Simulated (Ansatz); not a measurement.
Wavefunction ladder for `CC1=CC(C(F)(F)F)=[O+][Ti-]([OH])([OH])([F])[O]1`

```xyz
20

C     2.8481   -0.4440    0.5274
C     1.4097   -0.1984    0.2134
C     0.5401    0.3081    1.2011
C    -0.7782    0.5329    0.8971
C    -1.7275    1.0716    1.9720
F    -1.1146    1.2668    3.1397
F    -2.7275    0.2140    2.1710
F    -2.2498    2.2335    1.5826
O    -1.3544    0.3470   -0.2165
Ti   -0.7390   -0.3080   -2.0217
O    -0.5065   -2.0367   -2.4512
O    -2.4478   -0.0956   -2.4874
F     0.1090    0.7944   -3.1090
O     1.0245   -0.4618   -0.9504
H     3.0999   -0.1815    1.5531
H     3.0770   -1.4981    0.3530
H     3.4644    0.1362   -0.1633
H     0.9083    0.5165    2.1929
H     0.3661   -2.4364   -2.4040
H    -3.2018    0.2395   -1.9998
```

Total charge 0; spin multiplicity 1. Correlated methods include outer-core shells of Ti, which these sets cover unevenly. Scalar relativity is left out up to krypton. The structure was optimised at the PBE0-D4/def2-TZVP level. It is one conformer, not always the lowest. Frozen core, restricted reference, Ansatz.

| basis | HF (Eh) | MP2 corr. |
| --- | --- | --- |
| def2-SVP | -1737.86597 | -2.44119 |
| def2-TZVPP | -1739.08111 | -3.15607 |
| def2-QZVPP | -1739.13504 | -3.41596 |

Problem. Estimate the CCSD correlation energy and the (T) correction in each basis where they were run (hartree).

Solution. 
| basis | CCSD corr. | (T) |
| --- | --- | --- |
| def2-SVP | -2.47726 | -0.08572 |
| def2-TZVPP | -3.16772 | -0.14074 |
